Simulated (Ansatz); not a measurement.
Consider the silylene formation by 1,1-elimination: `CO[SiH](O)[GaH2]` → `[GaH3]` + `CO[Si]O`.

Program: Ansatz. Geometries: PBE0-D4/def2-TZVP. ΔE: electronic, gas phase. CCSD(T)/CBS adds triple-zeta CCSD(T) − MP2 to the extrapolated MP2 energy (def2 sets, frozen cores). Functionals use def2-TZVPP. B3LYP here is the variant with VWN-RPA as its local correlation; programs differ in this. For Ga outer-core shells are correlated without core-valence functions, which leaves a few kJ/mol of doubt a bond. Scalar relativity is left out up to krypton. One conformer a species, not always the lowest.

CCSD(T)/CBS gives +32.3 kcal/mol.

Question: Another level gave +30.4 kcal/mol. Which?
A. ωB97M-V/def2-TZVPP
B. PBE0/def2-TZVPP
C. r2SCAN-D4/def2-TZVPP
D. B3LYP-D4/def2-TZVPP

Answer: D. B3LYP-D4 30.4, r2SCAN-D4 34.2, ωB97M-V 28.6, PBE0 32.4 kcal/mol.

Largest T1 diagnostic among the species: 0.014.

From PBE to PBE0 (25 % exact exchange), in def2-TZVPP and without D4, ΔE moves by +3.0 kcal/mol. Leaving LDA and LC-ωPBE aside and taking each functional with its dispersion term where it has one, the values, not all of them listed here, spread over 8.1 kcal/mol, from BLYP-D4 to r2SCAN0-D4. LDA lies +5.7 kcal/mol from PBE without D4. At CCSD(T), def2-SVP lies −5.3 kcal/mol from the extrapolated value and def2-TZVPP −1.7 kcal/mol.
